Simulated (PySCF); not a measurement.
## Electronic structure of C⁺ (carbon, charge +1) at the UHF level

Configuration: [He] 2s2 3s1, 2S determinant (an excited configuration). All numbers are calculated (PySCF 2.14, the non-relativistic Hamiltonian (point nucleus), in aug-cc-pVTZ (5s4p3d2f, 46 functions)).

- Total energy: -36.766126 hartree
- One-electron energy: -45.5740 hartree
- Hartree (Coulomb) energy: 13.2449 hartree
- Exchange energy: -4.4369 hartree
- Kinetic energy: 36.75604 hartree
- ⟨S²⟩: 0.7501
- ⟨L²⟩: 0.000
- Sum of ⟨r⟩: 7.640 bohr
- Sum of ⟨r²⟩: 26.00 bohr²
- Density at the nucleus (Gaussians lack the cusp): 125 bohr⁻³
- Spin density at the nucleus: 0.474 bohr⁻³
- Langevin diamagnetic susceptibility: -20.6 ×10⁻⁶ cm³/mol

| shell | electrons | mean orbital energy (eV) | rms radius, mean of both spins (bohr) |
| --- | --- | --- | --- |
| 1s α | 1 | -336.58 | 0.310 |
| 1s β | 1 | -336.33 | 0.310 |
| 2s α | 1 | -39.301 | 1.49 |
| 2s β | 1 | -38.808 | 1.49 |
| 3s α | 1 | -9.763 | 4.62 |

The outer electron is Rydberg-like, and this basis confines it to a smaller radius and binds it less than a complete one would.
